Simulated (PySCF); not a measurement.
Delta-SCF ions had no search for a lower state. 

# H$_{3}$B, SMILES `B` (charge 0, multiplicity 1)

Method: TPSSh-D3(BJ)/def2-TZVP // CAM-B3LYP-D3(BJ)/def2-TZVP (PySCF 2.14.0).

The HOMO is -9.29 eV and the dipole moment is 0.00 D. The LUMO is -2.30 eV. The HOMO–LUMO gap is 6.98 eV and the vertical ionisation energy (Delta-SCF) comes out as 13.02 eV. The total energy is -724.51 eV and the cost comes out as about 9 core-seconds (a rough figure).

Bonds (Å): B1–H2 1.189, B1–H3 1.189, B1–H4 1.189. Bond angles (°): H2–B1–H3 120.0, H2–B1–H4 120.0, H3–B1–H4 120.0.
Charge 0, spin multiplicity 1.
